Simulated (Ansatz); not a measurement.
A structure relaxed at r2SCAN-D4/def2-SVP in Ansatz, charge 0, singlet:

Cartesian coordinates in Å:
```
Si -0.109 -1.253 0.500
Si 1.090 -0.597 -1.485
Si -0.206 1.268 -0.438
Si -1.737 -0.632 -1.128
Si 1.719 0.458 0.789
Ge -0.508 0.869 -2.756
Ge -1.015 0.804 1.843
Ge 0.766 -0.916 2.675
```

Problem. Give its formula.

Solution. the cluster Si5Ge3.

Problem. Summarise the bond lengths by kind (pairs closer than 1.2 times the sum of covalent radii, bridged metal pairs left out).

Solution. 7 × Si–Si 2.39 to 2.59 Å; 7 × Ge–Si 2.37 to 2.62 Å; 1 × Ge–Ge 2.61 Å.

The structure comes from a short search, and lower isomers may exist.
